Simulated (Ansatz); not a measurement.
CH4BBrO (`OCBBr`). Charge 0, multiplicity 1. Correlated methods include outer-core shells of Br, which these sets cover unevenly. Scalar relativity is left out up to krypton.

```tsv
atom	x (Å)	y (Å)	z (Å)
O1	0.497	-1.451	-0.400
C2	0.606	-0.212	0.249
B3	-0.518	0.840	0.097
Br4	-2.057	0.458	-0.969
H5	-0.335	-1.468	-0.884
H6	1.541	0.292	-0.055
H7	0.736	-0.365	1.336
H8	-0.471	1.905	0.626
```

Give the diagnostics of a CCSD(T)/def2-TZVPP run (frozen core, Ansatz). (Estimate.)

Ansatz gave: T1 = 0.0105, largest single amplitude 0.031, largest double 0.023, (T) share of the correlation energy 3.6 %, 10 CCSD cycles. The RHF solution is stable towards an unrestricted one. T1 lies under the customary mark of 0.02 for closed shells.
